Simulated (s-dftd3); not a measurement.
N2, charge +1, doublet, geometry from GFN2-xTB (a state made from the parent by changing its charge; the spin is typed, not shown lowest); D3(bj) for r2scan (s-dftd3 1.4.0).

The s-dftd3 input:
```
$ s-dftd3 mol.xyz --bj r2scan --json dftd3.json --noedisp --grad

# file mol.xyz
2

N     -0.00000000    -0.00000000    -0.53416778
N      0.00000000     0.00000000     0.53416778
```

It wrote (shortened):

```
-----------------------------------
 s i m p l e   D F T - D 3  v1.4.0
-----------------------------------

Rational (Becke-Johnson) damping: r2scan-D3(BJ)
---------------------
  s6         1.0000
  s8         0.7898
  s9         0.0000
  a1         0.4948
  a2         5.7308
 alp        14.0000
--------------------

Dispersion energy:      -1.0278569156351E-04 Eh

Gradient norm:           8.5990045952038E-08 Eh/a0
--------------------------------------------------
     #    Z           dE/dx      dE/dy      dE/dz
--------------------------------------------------
     1    7 N     0.000E+00  0.000E+00 -6.080E-08
     2    7 N     0.000E+00  0.000E+00  6.080E-08
--------------------------------------------------

Virial:
--------------------------------------------------
      component           x          y          z
--------------------------------------------------
          x       0.000E+00  0.000E+00  0.000E+00
          y       0.000E+00  0.000E+00  0.000E+00
          z       0.000E+00  0.000E+00  1.228E-07
--------------------------------------------------

[Info] JSON dump of results written to 'dftd3.json'
```
